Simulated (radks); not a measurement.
Task: All-electron atom: As4+ in [Ne] 3s2 3p5.5 3d10 4s1 4p0.5 (fractional occupations, a model configuration). Method: Dirac Kohn-Sham, BLYP, spin-unpolarised, spherical densities, finite nucleus; open shells fill j = l - 1/2 first; Fermi nuclear charge, rms radius 4.0968 fm; computed with a radial shooting solver on a logarithmic mesh with Libxc functionals. Some entries of the table are withheld. Estimate them.

orbital  occ.  eigenvalue (hartree)  <1/r> (bohr^-1)
1s1/2       2             -432.9145              (1)
2s1/2       2                   (2)            7.418
2p1/2       2             -50.99007            7.384
2p3/2       4             -49.64369            7.169
3s1/2       2              -9.07447            2.407
3p1/2       2                   (3)              (4)
3p3/2     3.5                   (5)              (6)
3d3/2       4                   (7)            1.959
3d5/2       6                   (8)            1.946
4s1/2       1                   (9)           0.8091
4p1/2     0.5              -1.72358           0.7144
4p3/2       0              -1.70171           0.7045

Result: 
(1) 1s1/2 <1/r> (bohr^-1): 33.47
(2) 2s1/2 eigenvalue (hartree): -56.78846
(3) 3p1/2 eigenvalue (hartree): -7.11954
(4) 3p1/2 <1/r> (bohr^-1): 2.287
(5) 3p3/2 eigenvalue (hartree): -6.93179
(6) 3p3/2 <1/r> (bohr^-1): 2.236
(7) 3d3/2 eigenvalue (hartree): -3.57340
(8) 3d5/2 eigenvalue (hartree): -3.54534
(9) 4s1/2 eigenvalue (hartree): -2.17841
